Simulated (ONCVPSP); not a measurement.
# Before and after: ONCV potential for rubidium (Rb)

ONCVPSP 4.0.1 input, shortened (lines: element, Z, core and valence counts, functional; n l f; lmax; l rc ep ncon nbas qcut; lloc lpopt rc5 dvloc0; l nproj debl; icmod fcfact rcfact), PBE, non-relativistic:

```
  Rb 37.00    6    4        4      upf
    1    0    2.00
    2    0    2.00
    2    1    6.00
    3    0    2.00
    3    1    6.00
    3    2   10.00
    4    0    2.00
    4    1    6.00
    4    2    0.50
    5    0    0.50
    2
    0    2.15    0.00    4    8    5.30
    1    2.00    0.00    4    7    7.90
    2    4.00    0.00    4    7    2.80
    4    5    1.75    2.00
    0    2    2.40
    1    2    1.50
    2    2    3.20
    2    0.35    1.10
```

Change: all radii but the core radius scaled by about 1.33 (s 2.86, p 2.66, d 5.32 bohr); local potential polynomial inside 2.32 bohr (lpopt 5, dvloc0 2 Ha).

Cutoffs: the cutoffs (Ha) at which the residual kinetic energy of the hardest occupied pseudo-wave falls to 1 and 0.1 mHa per electron; they do not see the model core or the augmentation charge, which bear on the density cutoff. Errors are all-electron minus pseudo energies relative to the spin-unpolarised reference configuration.

Question: Predict the effect on cutoff, ghosts and configuration errors.

Answer: The potential gets softer (15 Ha and 19 Ha → 10 Ha and 15 Ha); of the 3 tests that both files solve, the error grows in 3 and shrinks in 0 by more than 15 % and 0.3 meV (median size 1.5 → 3.6 meV); neither file shows a bound ghost. A larger radius leaves more room for a smooth pseudo-wave, so fewer plane waves are needed. More of the atom is replaced by a form fitted at one configuration, so other configurations suffer.

| quantity | base | changed |
| --- | --- | --- |
| cutoff, loose | 15 Ha | 10 Ha |
| cutoff, tight | 19 Ha | 15 Ha |
| loose cutoff by channel | s 9.9 Ha, p 15 Ha, d 2.9 Ha | s 5.5 Ha, p 10 Ha, d 2.2 Ha |
| bound ghosts | none | none |
| GHOST(+) flags under 300 eV | d at 72.7 eV | none |
| tests with a reliable result | 3 of 4 | 3 of 4 |
| error for 4s2 4p6 4d0 5s0, meV [ΔE 3.01 eV] | +1.9 | +5.0 |
| error for 4s2 4p6 4d0 5s0.5, meV [ΔE 0.48 eV] | +0.9 | +1.6 |
| error for 4s2 4p6 4d0 5s0 5p1, meV [ΔE 0.38 eV] | +1.5 | +3.6 |
| rms error of d²Exc/dni dnj with the model core, mHa | 0.64 | 1.22 |
